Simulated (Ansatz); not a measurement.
Gas-phase electronic energies from Ansatz, PBE0-D4/def2-TZVP geometries. CCSD(T)/CBS is the MP2 limit (def2-TZVPP, def2-QZVPP) plus CCSD(T) − MP2 in def2-TZVPP, frozen cores. For Br, Se outer-core shells are correlated without core-valence functions, which leaves a few kJ/mol of doubt a bond. Scalar relativity is left out up to krypton. Each species was taken in one conformer, which may not be the lowest.

Reaction (formal exchange of groups at a B–C bond): `BCC(Cl)Br` + `C1[SiH2][Se]1` → `BC1[SiH2][Se]1` + `CC(Cl)Br`

```
        level  ΔE (eV)
 HF/CBS(def2)    -0.31
MP2/CBS(def2)    -0.45
```

Q: What does CCSD(T)/CBS give? (Estimate.)

A: Computed: -0.42 eV. The listed levels differ from it by 0.11, -0.03 eV.

Largest T1 diagnostic among the species: 0.011.

In def2-TZVPP, CCSD(T) changes the Hartree–Fock value by −0.10 eV (the triples alone add −0.02 eV) and MP2 by −0.13 eV.
